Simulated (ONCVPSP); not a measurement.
As: excitation energies, all-electron against ONCV

```json
{"Element": "arsenic (As)", "Generator": "ONCVPSP 4.0.1", "Type": "optimised norm-conserving Vanderbilt (ONCV)", "Functional": "PBE", "Relativity": "scalar-relativistic", "Frozen core": "[Ar] 3d10", "Valence charge": "5", "Reference configuration": "4s1.5 4p3.5", "Partial waves": "4s: rc 1.45 bohr, ncon 4, nbas 8, qcut 3.9 1/bohr, 2 projectors, debl 3.8 Ha; 4p: rc 1.55 bohr, ncon 3, nbas 7, qcut 5.2 1/bohr, 3 projectors, debl 2.7 Ha", "Local potential": "polynomial inside 1.10 bohr (lpopt 4, dvloc0 0 Ha)", "Core correction": "polynomial model core, fcfact 0.55"}
```

Energies are relative to the spin-unpolarised reference configuration 4s1.5 4p3.5; without spin polarisation the order of configurations can differ from experiment.

**Question.** Give the all-electron excitation energy and the error of the potential for: 4s2 4p3; 4s2 4p2; 4s2 4p1; 4s2 4p2.5.

**Answer.**

```
valence configuration  charge  ΔE all-electron (eV)  error AE − PS (meV)
              4s2 4p3       0                -4.679                 -1.7
              4s2 4p2      +1                 4.470                 -2.9
              4s2 4p1      +2                22.388                  -18
            4s2 4p2.5    +0.5                -1.124                 -1.6
```

Note: ghosts flagged at negative energy: p at -3159.3 eV; GHOST(+) flagged for s at 131.5 eV, p at 251.5 eV. A true bound ghost makes a file unfit for plane-wave use.
